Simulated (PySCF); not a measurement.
Geometry (Å), atoms numbered from 1 in this order:
```xyz
15

C    -2.311    0.280    0.483
C    -1.197   -0.599   -0.075
N     0.098   -0.137    0.373
Si    1.546   -0.301   -0.517
N     2.683    0.703    0.282
F     1.146    0.164   -2.017
H    -2.159    1.312    0.181
H    -3.275   -0.057    0.112
H    -2.321    0.235    1.571
H    -1.372   -1.644    0.224
H    -1.202   -0.559   -1.164
H     0.167   -0.125    1.379
H     2.155   -1.605   -0.729
H     3.631    0.711   -0.050
H     2.405    1.630    0.558
```

Geometry: GFN2-xTB; GIAO shifts from PySCF 2.14, gas phase, non-relativistic, averaged over equivalent atoms.

At PBE0/pcSseg-1 (154 basis functions, 19 s wall time on 1 thread of an Arm Neoverse V1, shared host):
```json
{"atoms": "C2", "δ (ppm)": "38.8"}
{"atoms": "C1", "δ (ppm)": "22.1"}
{"atoms": "N3", "δ (ppm)": "51.6"}
{"atoms": "N5", "δ (ppm)": "33.3"}
{"atoms": "Si4", "δ (ppm)": "-35.7"}
{"atoms": "F6", "δ (ppm)": "-151.8"}
{"atoms": "H13", "δ (ppm)": "4.82"}
{"atoms": "H10", "δ (ppm)": "3.11"}
{"atoms": "H11", "δ (ppm)": "2.93"}
{"atoms": "H7/H8/H9", "δ (ppm)": "1.14"}
{"atoms": "H14/H15", "δ (ppm)": "0.91"}
{"atoms": "H12", "δ (ppm)": "0.37"}
```

Shifts are taken against calculated references (same method and geometry level): $^{13}$C (186.93 ppm), $^{29}$Si (349.16 ppm), $^{1}$H (31.72 ppm) vs TMS; $^{15}$N (267.73 ppm) against NH3; CFCl3 for $^{19}$F (170.95 ppm).

Question: Predict the values at WP04/pcSseg-1 on the same geometry.

Answer: 
```
   atoms  δ at WP04/pcSseg-1  change
      C2                41.6    +2.8
      C1                22.8    +0.7
      N3                41.6   -10.0
      N5                23.9    -9.4
     Si4               -53.2   -17.5
      F6              -167.9   -16.1
     H13                4.16   -0.66
     H10                2.97   -0.14
     H11                2.82   -0.11
H7/H8/H9                1.10   -0.04
 H14/H15                0.87   -0.04
     H12                0.37   +0.00
```

References, each an isolated molecule treated in the same way: $^{13}$C (σref 175.10) and $^{29}$Si (σref 334.32) and $^{1}$H (σref 32.00) against TMS; $^{15}$N (σref 249.21) vs NH3; $^{19}$F (σref 170.26) vs CFCl3.

The largest change is at Si4 (silicon bonded to F, 2 N, H). Cost: 154 basis functions, 20 s wall time on 1 thread of an Arm Neoverse V1, shared host.

Unscaled 19F shifts against computed CFCl3 carry errors that often reach 10 to 50 ppm. Experimental scales use liquid or dissolved standards, which lie at an offset from isolated NH3 (liquid NH3: subtract about 20 ppm).
